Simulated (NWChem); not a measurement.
# NbNHF3; SMILES [NH]=[Nb]([F])([F])[F]

Results from NWChem. def2 effective core potentials on Nb; no spin-orbit coupling. B3LYP is NWChem's, with the RPA form of VWN correlation. Each level has its own optimisation; frequencies are unscaled.

| level | r N–Nb (Å) | r F–Nb (Å) | r H–N (Å) | highest harmonic frequency (cm⁻¹) | lowest (cm⁻¹) | zero-point energy (kcal/mol) |
|---|---|---|---|---|---|---|
| Hartree-Fock/3-21G (all-electron, non-relativistic) | 1.717 | 1.858 | ? | ? | ? | ? |
| B3LYP/3-21G (all-electron, non-relativistic) | 1.750 | 1.869 | 1.017 | 3553 | 144 | 12.8 |
| PBE0/def2-SVP (core potentials) | 1.728 | 1.866 | 1.015 | 3673 | 165 | 13.0 |

**Question.** Complete the blanks.

**Answer.** 
- Hartree-Fock/3-21G (all-electron, non-relativistic), r H–N (Å): 0.999
- Hartree-Fock/3-21G (all-electron, non-relativistic), highest harmonic frequency (cm⁻¹): 3807
- Hartree-Fock/3-21G (all-electron, non-relativistic), lowest (cm⁻¹): 150
- Hartree-Fock/3-21G (all-electron, non-relativistic), zero-point energy (kcal/mol): 13.8
